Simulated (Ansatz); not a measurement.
`BC(Cl)BN` and `BC(Cl)I` differ in one atom or group.

Ansatz, PBE0-D4/def2-TZVP geometries, multiplicity 1. Each molecule was computed in one conformer, which needn't be the lowest. `BC(Cl)I` holds a close contact that its SMILES doesn't draw: I···B 2.47 Å.

Elements past krypton have def2 core potentials.  Spin–orbit coupling is left out; it splits and shifts lone-pair levels of the heavy atoms by tenths of an eV.

```tsv
property	`BC(Cl)BN`
HOMO energy (PBE0/def2-TZVPP) / eV	-7.78
size of the dipole moment (ωB97M-V/def2-TZVPP) / D	3.46
size of the dipole moment (PBE/def2-TZVPP) / D	3.50
HOMO energy (B3LYP/def2-TZVPP) / eV	-7.54
zero-point energy (PBE0-D4/def2-TZVP) / kJ/mol	208.3
HOMO–LUMO gap (ωB97M-V/def2-TZVPP) / eV	10.26
```

Q: Give the same properties after the change, and the shifts. (Estimate.)

A: Computed: 
| property | `BC(Cl)I` | shift |
| --- | --- | --- |
| HOMO energy (PBE0/def2-TZVPP) / eV | -7.93 | -0.15 |
| size of the dipole moment (ωB97M-V/def2-TZVPP) / D | 1.14 | -2.32 |
| size of the dipole moment (PBE/def2-TZVPP) / D | 1.20 | -2.30 |
| HOMO energy (B3LYP/def2-TZVPP) / eV | -7.67 | -0.13 |
| zero-point energy (PBE0-D4/def2-TZVP) / kJ/mol | 103.2 | -105.1 |
| HOMO–LUMO gap (ωB97M-V/def2-TZVPP) / eV | 9.97 | -0.29 |

With PBE0 the HOMO falls by 0.15 eV and the LUMO falls by 0.32 eV, so the gap narrows by about 0.17 eV. PBE moves the HOMO by -0.33 eV and ωB97M-V by -0.01 eV. The zero-point energy changes by -105.1 kJ/mol with -12 modes. Dipoles are sizes alone; their direction can turn.

Positive LUMOs are unbound, so they and the gaps depend on the basis.

B3LYP here is the variant with VWN-RPA as its local correlation; programs differ in this.
